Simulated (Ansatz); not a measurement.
Cost and result for the atomization energy of C₂H₈AlNO (`C[CH2][Al]([NH2])[OH]`) (13 atoms, 12 bonds).

```xyz
13

C    -0.242   -1.795    0.489
C    -0.609   -0.840   -0.648
Al    0.038    0.988   -0.441
N     0.975    1.460    0.987
O    -0.316    2.122   -1.659
H    -0.630   -2.804    0.321
H    -0.642   -1.454    1.448
H     0.841   -1.884    0.609
H    -1.697   -0.802   -0.775
H    -0.233   -1.227   -1.603
H     1.350    2.374    1.184
H     1.209    0.826    1.733
H    -0.044    3.036   -1.646
```

Total charge 0; spin multiplicity 1. The structure was optimised at the PBE0-D4/def2-TZVP level. It is one conformer, not always the lowest. Program: Ansatz. All runs use 4 threads of a server CPU on a shared host. Times are those of one run each, without the atoms' runs, and a repeat can differ threefold. Electronic energies, without spin–orbit coupling; frozen cores. CCSD(T)/CBS adds CCSD(T) − MP2 in def2-TZVPP to the MP2 limit, and its time is that of the two runs behind it. T1 = 0.010. HSE06 is the plane-wave form, built on full-range PBE exchange.

CCSD(T)/CBS is a level of theory with its own doubt, some kJ/mol a heavy atom from the limit and from the frozen cores, so smaller differences don't rank the functionals.

```
                             level  functions  wall time
              revPBE-D4/def2-TZVPP        278      2.4 s
                BLYP-D4/def2-TZVPP        278      2.4 s
               BHLYP-D4/def2-TZVPP        278      3.1 s
           CAM-B3LYP-D4/def2-TZVPP        278      3.4 s
               HSE06-D4/def2-TZVPP        278      3.4 s
r2SCAN-D4/def2-TZVPP (with forces)        278      5.5 s
               PBE-QIDH/def2-TZVPP        278        6 s
                  CCSD(T)/def2-SVP        114        6 s
                ωB97X-V/def2-TZVPP        278        8 s
  ωB97M-V/def2-TZVPP (with forces)        278       12 s
                    MP2/def2-QZVPP        538       25 s
                CCSD(T)/def2-TZVPP        278    3.6 min
                 CCSD(T)/CBS(def2)          –      4 min
```

(1) What atomization energy does each give, and how far from CCSD(T)/CBS? (Estimate.)

## Answers

(1) Ansatz gave: 
```
                             level  atomization (kcal/mol)  difference from CCSD(T)/CBS  per bond
              revPBE-D4/def2-TZVPP                  1154.3                        -15.7      -1.3
                BLYP-D4/def2-TZVPP                  1164.8                         -5.2      -0.4
               BHLYP-D4/def2-TZVPP                  1135.2                        -34.8      -2.9
           CAM-B3LYP-D4/def2-TZVPP                  1173.5                          3.5       0.3
               HSE06-D4/def2-TZVPP                  1163.9                         -6.1      -0.5
r2SCAN-D4/def2-TZVPP (with forces)                  1167.0                         -3.0      -0.2
               PBE-QIDH/def2-TZVPP                  1156.1                        -13.9      -1.2
                  CCSD(T)/def2-SVP                  1099.3                        -70.7      -5.9
                ωB97X-V/def2-TZVPP                  1168.6                         -1.4      -0.1
  ωB97M-V/def2-TZVPP (with forces)                  1170.7                          0.7       0.1
                    MP2/def2-QZVPP                  1173.7                          3.7       0.3
                CCSD(T)/def2-TZVPP                  1138.4                        -31.6      -2.6
                 CCSD(T)/CBS(def2)                  1170.0                          0.0       0.0
```

At CCSD(T), def2-SVP lies −70.7 kcal/mol from the extrapolated value and def2-TZVPP −31.6 kcal/mol: correlation converges slowly with the basis, and small sets miss more of it in the bonded molecule than in its fragments. From PBE to PBE0 (25 % exact exchange), in def2-TZVPP and without D4, the atomization energy moves by −18.4 kcal/mol: exact exchange takes away binding that semilocal exchange gives to molecules. The D4 term adds +8.4 kcal/mol with B3LYP and +4.5 kcal/mol with PBE0; it sums over pairs of atoms, weighted by their polarisabilities, and B3LYP, whose exchange is more repulsive, gets the larger term.

B3LYP here is the variant with VWN-RPA as its local correlation; programs differ in this.
